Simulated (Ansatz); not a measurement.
Ga(NH3)F3 (GaNF3H3). Charge 0, multiplicity 1. Geometry PBE-D4/def2-SVP; atoms count from 1.

```tsv
atom	x (Å)	y (Å)	z (Å)
Ga1	-0.412	0.237	-0.946
N2	0.396	-0.227	0.910
H3	0.269	0.561	1.560
H4	1.403	-0.423	0.820
H5	-0.068	-1.058	1.302
F6	1.038	0.081	-1.954
F7	-0.998	1.878	-0.619
F8	-1.629	-1.047	-1.074
```

Q: Estimate the Mulliken populations from the PBE0/def2-TZVP orbitals of Ansatz.

A: 
| atom | charge (e) |
| --- | --- |
| Ga1 | 0.89 |
| N2 | -0.58 |
| H3 | 0.30 |
| H4 | 0.30 |
| H5 | 0.30 |
| F6 | -0.41 |
| F7 | -0.41 |
| F8 | -0.41 |
Mulliken values and Mayer orders depend strongly on the basis.

Q: And the Mayer bond orders between bonded heavy atoms (over 0.3)?

A: Ga1–N2 0.51 (2.08 Å); Ga1–F6 0.96 (1.77 Å); Ga1–F7 0.96 (1.77 Å); Ga1–F8 0.96 (1.77 Å).
